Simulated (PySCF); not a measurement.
# Reading the logs of faulty runs: BC2H6O

All numbers below are calculated, not measured. They come from PySCF 2.14.0, an open-source quantum chemistry program, on an isolated molecule that a program drew, which may never have been made. The molecule is BC2H6O (charge 0, doublet), drawn as the SMILES string `[BH]COC`.

Each row is a Hartree-Fock (HF) and frozen-core CCSD(T) single point in the cc-pVDZ basis, meant for a local HF minimum. Run 1 is clean. Each other run has one planted mistake out of seven kinds, and not every kind appears here: one electron removed, one electron added, multiplicity raised by two, geometry at a saddle point, minimal basis STO-3G, one bond length entered in bohr, all coordinates scaled. The reference is restricted for singlets and unrestricted otherwise, and also for a bond in bohr. Adding or removing an electron swaps singlet and doublet. Electrons count all cores. HOMO and LUMO are orbital energies over both spins, the gradient is its largest component, and the lowest frequency (negative if imaginary) is given only where the gradient is small. Bond lengths are over the 9 bonds as drawn. T1 is the CCSD diagnostic: over 0.02 (restricted) or 0.045 (unrestricted) a single reference is doubtful.

Geometry of the clean run:
```xyz
10
BC2H6O, angstrom
B     0.7633   -2.4503    1.1400
C     1.5121   -1.7315   -0.0373
O     1.2768   -0.3524   -0.1901
C     0.0482   -0.0386   -0.7614
H     0.0177   -1.9933    1.9561
H     1.3422   -2.2662   -0.9836
H     2.5844   -1.8437    0.1619
H    -0.0273    1.0464   -0.8090
H    -0.7914   -0.4191   -0.1676
H    -0.0377   -0.4420   -1.7779
```

| run | electrons | basis functions | <S^2> | HOMO (eV) | LUMO (eV) | gradient (hartree/bohr) | lowest frequency (cm^-1) | mean bond (Å) | longest bond (Å) | T1 | HF (hartree) | CCSD(T) (hartree) | mistake |
|---|---|---|---|---|---|---|---|---|---|---|---|---|---|
| 1 | 31 | 86 | 0.754 | -9.17 | 2.03 | 2.5e-05 | 139 | 1.2269 | 1.570 | 0.0121 | -178.68368 | -179.27344 | no fault |
| 2 | 30 | 86 | 0.000 | -16.90 | -6.80 | 8.2e-02 | - | 1.2269 | 1.570 | 0.0329 | -178.38924 | -178.97908 | one electron removed |
| 3 | 32 | 86 | 0.000 | 0.75 | 8.92 | 6.4e-02 | - | 1.2269 | 1.570 | 0.0126 | -178.61135 | -179.23926 | one electron added |
| 4 | 31 | 86 | 0.753 | -8.88 | 2.38 | 9.9e-02 | - | 1.1190 | 1.431 | 0.0114 | -178.59543 | -179.16697 | all coordinates scaled |
| 5 | 31 | 86 | 1.127 | -9.71 | 2.08 | 1.5e-02 | - | 1.3452 | 2.260 | 0.0361 | -178.57469 | -179.16346 | ? |

**Which mistake was planted in run 5, and what did it cost?**

The mean bond changes by a factor of 1.096 and the longest by 1.439, so the molecule wasn't scaled as a whole. A length L in bohr read as angstrom grows by (1/0.5292 - 1) L = 0.890 L. The 9 bonds together grew by 9 x 0.1183 = 1.065 Å, which gives L = 1.197 Å. That is bond B1-H5, 1.196 Å in the clean geometry. So the mistake is: one bond length entered in bohr. Subtracting run 1 and multiplying by 627.51 kcal/mol a hartree, the energy moved by 68.4 kcal/mol in HF and 69.0 kcal/mol in CCSD(T).

Cautions from the logs. Run 2: T1 is over the limit, so its CCSD(T) energy is less reliable; run 3: the HOMO is above zero, so the electron isn't bound and the energy depends on the basis.
